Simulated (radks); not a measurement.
The numbers below are computed, except where a source is named.
Task: All-electron atom: the gadolinium ion Gd10+ in [Kr] 4d10 4f5 5s2 5p1. Code: a radial shooting solver on a logarithmic mesh with Libxc functionals. Model: scalar-relativistic Kohn-Sham, BLYP, spin-unpolarised, spherical densities, finite nucleus; Fermi nuclear charge, rms radius 5.1569 fm. Some entries of the table are withheld. Estimate them.

orbital  occ.  eigenvalue (Ry)  <r^2> (bohr^2)  <1/r> (bohr^-1)
1s          2        -3694.992             (1)              (2)
2s          2        -620.5845         0.01028            16.62
2p          6        -553.7243        0.008280            15.52
3s          2        -147.3033         0.06822            6.100
3p          6              (3)         0.06838            5.735
3d         10        -99.21170         0.05743              (4)
4s          2        -39.36262             (5)            2.587
4p          6        -32.48075          0.3817            2.386
4d         10        -22.93832          0.4477            2.121
5s          2        -14.19371           1.561            1.137
4f          5        -12.40501          0.6150            1.715
5p          1        -12.09255           1.865              (6)

Result: 
(1) 1s <r^2> (bohr^2): 0.0006549
(2) 1s <1/r> (bohr^-1): 71.64
(3) 3p eigenvalue (Ry): -126.5845
(4) 3d <1/r> (bohr^-1): 5.442
(5) 4s <r^2> (bohr^2): 0.3406
(6) 5p <1/r> (bohr^-1): 1.030
